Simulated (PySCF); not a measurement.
Input file for PySCF: R-BP86/LANL2DZ on InH, 2S+1 = 1, a spin state set in the input, which need not be the lowest, a point of a bond scan (R = 1.961 Å).

```python
from pyscf import gto, scf, dft, mp
from pyscf.data.elements import chemcore

mol = gto.M(
    atom='''
    H     0.00000000    0.00000000    0.00000000
    In    0.00000000    0.00000000    1.96130600
    ''',
    basis='lanl2dz',
    ecp={'In': 'lanl2dz'},
    charge=0, spin=0, verbose=3, max_memory=1800)
mf = dft.RKS(mol, xc='b88,p86')
mf.conv_tol = 1e-8
mf.max_cycle = 100
mf.kernel()
if not mf.converged:
    mf = mf.newton().run(mf.mo_coeff, mf.mo_occ)
```

Question: What total energy does the run end on?

Answer: -2.4615 hartree.
